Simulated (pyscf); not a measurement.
## F–Sb(F)–F, singlet

Gas-phase minimum from PySCF at ωB97X-D3(BJ)/def2-SVP, one conformer. 

SMILES: [F][Sb]([F])[F]
```xyz
4

F      0.1421     0.3305     0.6335
Sb    -1.5377    -0.5865     0.6752
F     -0.9883    -1.9805    -0.5166
F     -2.3422     0.4872    -0.6908
```
Charge 0, spin multiplicity 1.

Bond lengths (Å): F1–Sb2 1.914, Sb2–F3 1.915, Sb2–F4 1.915. Bond angles (°): F1–Sb2–F3 94.8, F1–Sb2–F4 94.9, F3–Sb2–F4 94.9.

Properties at ωB97X-D3(BJ)/def2-SVP:

| Property | Value |
|---|---|
| Harmonic wavenumbers, unscaled | 197, 197, 247, 666, 666, 681 cm⁻¹ |
| Zero-point energy | 3.8 kcal/mol |
| Rotational symmetry number | 3 |
| Entropy of this conformer at 298 K and 1 atm, rigid rotor and harmonic oscillator, modes under 100 cm⁻¹ raised to 100 | 302.9 J/(mol K) |
| Dipole moment | 3.98 D |

Single-point totals, which compare only within one level (frozen core for MP2 and CC):

```json
[
 {"level": "ωB97X-D3(BJ)/def2-TZVP", "total energy (hartree)": "-540.11240"},
 {"level": "PBE/def2-TZVP", "total energy (hartree)": "-539.75104"},
 {"level": "r²SCAN/def2-TZVP", "total energy (hartree)": "-540.00296"},
 {"level": "B3LYP-D3(BJ)/def2-TZVP", "total energy (hartree)": "-540.11315"},
 {"level": "PBE0-D3(BJ)/def2-TZVP", "total energy (hartree)": "-539.74681"},
 {"level": "M06-2X/def2-TZVP", "total energy (hartree)": "-539.84581"},
 {"level": "ωB97M-D3(BJ)/def2-TZVP", "total energy (hartree)": "-540.12455"},
 {"level": "HF/def2-TZVPP", "total energy (hartree)": "-537.80629"},
 {"level": "MP2/def2-TZVPP", "total energy (hartree)": "-538.90193"},
 {"level": "CCSD/def2-TZVPP", "total energy (hartree)": "-538.88599"},
 {"level": "CCSD(T)/def2-TZVPP", "total energy (hartree)": "-538.91902"}
]
```

The CCSD(T) − MP2 part came from Ansatz, without density fitting, on the same reference. The frozen core leaves the outer d or s,p core shells of the metals and heavy elements correlated in the MP2 and CC values, and def2-TZVPP describes them poorly, so these totals are far from the basis limit. Elements past Kr carry the def2 core potentials, without spin-orbit coupling.
